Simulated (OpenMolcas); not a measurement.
Mo4+: ligand-field states by method

Mo4+ with its 6 nearest fluoride ions at 1.905 Å, on the Ge site of Cs2GeF6 (a = 9.021 Å, distance in the model lattice 1.804 Å). The rest of the host is ab initio model potentials to 7.6 Å and point charges beyond; the distance is set by hand and nothing relaxes. Ligand basis ANO-RCC-VDZP.
```
Mo    0.0000    0.0000    0.0000
F     1.9050    0.0000    0.0000
F     0.0000    1.9050    0.0000
F    -1.9050    0.0000    0.0000
F     0.0000   -1.9050    0.0000
F     0.0000    0.0000    1.9050
F     0.0000    0.0000   -1.9050
```

| Quantity | Value |
| --- | --- |
| Program | OpenMolcas 26.06 |
| Basis | ANO-RCC-VTZP [7s6p4d2f1g] |
| Scalar Hamiltonian | DKH2, point nucleus |
| Active space | 2 electrons in 5 orbitals (4d) |
| State averaging | 2S+1 = 3 even, 10 roots; 2S+1 = 1 even, 15 roots |
| Spin-orbit coupling | RASSI with atomic mean-field integrals over the reference wave functions |

I. CASSCF
II. SS-CASPT2, IPEA 0.25 Eh, imaginary shift 0.1 Eh (closed shells correlated: 4s 4p and the ligand valence shells)
III. SS-CASPT2, IPEA 0.25 Eh, sigma2 regulariser 0.3 Eh (closed shells correlated: 4s 4p and the ligand valence shells)

Spin-free states (labels of O, the rotations of Oh) in cm-1, each column counted from its own energy of the first state listed:

```tsv
State	Degeneracy	I	II	III
3T1	3	0	0	0
1T2	3	10277	7270	7270
1E	2	10383	7350	7350
1A1	1	23855	17800	17800
3T2	3	33987	34620	34620
3T1	3	43162	41870	41870
1T2	3	45238	42550	42560
1T1	3	48075	45180	45180
3A2	1	69450	71680	71680
1E	2	81295	79110	79120
1A1	1	94315	88610	88610
```

From I to II, I's first state of the same spin (3T2) moves from 33987 to 34620 cm-1, by about +630 cm-1.

From I to II, I's first state of another spin (1T2) moves from 10277 to 7270 cm-1, by about -3000 cm-1.

I: A least-squares ligand-field fit to the states below 45000 cm-1, each weighted by its degeneracy and with a free common offset, gives 10Dq = 35717 cm-1, B = 727 cm-1 and C = 2820 cm-1 (C/B = 3.88), with an rms deviation of 7 cm-1. The same method and metal basis give the free ion B = 861 cm-1 (fit to its terms below 60000 cm-1, rms deviation 23 cm-1), so the nephelauxetic ratio is β = 727 / 861 = 0.84; it hangs on how both fits weigh the states, and computed free-ion B values tend to be too large, so β mixes covalency with correlation.

II: A least-squares ligand-field fit to the states below 45000 cm-1, each weighted by its degeneracy and with a free common offset, gives 10Dq = 35817 cm-1, B = 594 cm-1 and C = 1763 cm-1 (C/B = 2.97), with an rms deviation of 179 cm-1. The same method and metal basis give the free ion B = 776 cm-1 (fit to its terms below 60000 cm-1, rms deviation 446 cm-1), so the nephelauxetic ratio is β = 594 / 776 = 0.77; it hangs on how both fits weigh the states, and computed free-ion B values tend to be too large, so β mixes covalency with correlation.

III: A least-squares ligand-field fit to the states below 45000 cm-1, each weighted by its degeneracy and with a free common offset, gives 10Dq = 35822 cm-1, B = 594 cm-1 and C = 1766 cm-1 (C/B = 2.97), with an rms deviation of 177 cm-1. The same method and metal basis give the free ion B = 776 cm-1 (fit to its terms below 60000 cm-1, rms deviation 445 cm-1), so the nephelauxetic ratio is β = 594 / 776 = 0.77; it hangs on how both fits weigh the states, and computed free-ion B values tend to be too large, so β mixes covalency with correlation.

From I to II, 10Dq changes by 0 %, B by -18 % and C by -37 %.

χT at 300 K: I 0.40, II 0.40, III 0.40 cm3 K/mol.

Roots that are degenerate in the reference are averaged as groups; the widest CASPT2 spread within a group is 730 cm-1 (the 3-fold group of multiplicity 3 near 34600 cm-1 above the lowest state of its run, II). Shifts and gaps below about the spread of the groups concerned are not significant. Over all roots computed the reference weight is 0.71 to 0.72 in II, 0.71 to 0.72 in III; a low but even weight reflects the number of correlated electrons. An orbital triplet at a regular site is open to Jahn-Teller coupling, which can distort the site and quench the lowest spin-orbit gaps and is left out. The least metal-like active orbital is 78 % on the metal (Löwdin) and no ligand orbital is active, so the numbers are rough. Ligand-to-metal charge-transfer states are missing. With no ligand orbital active B as a rule stays too high, so bands that hang on it stand too high and its fall with covalency is understated. Without dynamic correlation the repulsion within the d shell is too large (B by tens of per cent), so at a given field states of lower spin stand too high (holds for I). With metal d orbitals alone the field can be off either way by tens of per cent (holds for I). With one d shell and no ligand orbital active, 10Dq can be off by a tenth or more (holds for II; III). No measured value stands beside these numbers; the geometry was set by hand and not optimised.
